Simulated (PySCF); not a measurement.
B(H)(Br)(Vi), SMILES C=CBBr, singlet, PBE0/def2-SVP optimised geometry.

```
8

B     -1.20     0.55     0.00
H     -1.85     1.56     0.00
Br    -2.21    -1.08     0.00
C      0.35     0.55     0.00
C      1.11    -0.56     0.00
H      0.86     1.52     0.00
H      2.21    -0.52     0.00
H      0.66    -1.56     0.01
```

Density from PBE0/def2-TZVP run with PySCF at that geometry.

Minimum of the electron density along straight lines between bonded atoms, close to the bond critical point (lines longer than 1.1 times the sum of covalent radii, or with two minima, are not listed):

| bond | length / Å | ρ at the minimum / e bohr⁻³ | ∇²ρ there / e bohr⁻⁵ | position (fraction from the first atom) |
|---|---|---|---|---|
| B1–H2 | 1.205 | 0.187 | -0.43 | 0.44 |
| B1–Br3 | 1.915 | 0.130 | -0.17 | 0.30 |
| B1–C4 | 1.543 | 0.196 | -0.24 | 0.33 |
| C4–C5 | 1.344 | 0.344 | -1.05 | 0.49 |
| C4–H6 | 1.097 | 0.275 | -0.95 | 0.65 |
| C5–H7 | 1.095 | 0.280 | -0.99 | 0.65 |
| C5–H8 | 1.096 | 0.280 | -0.99 | 0.65 |
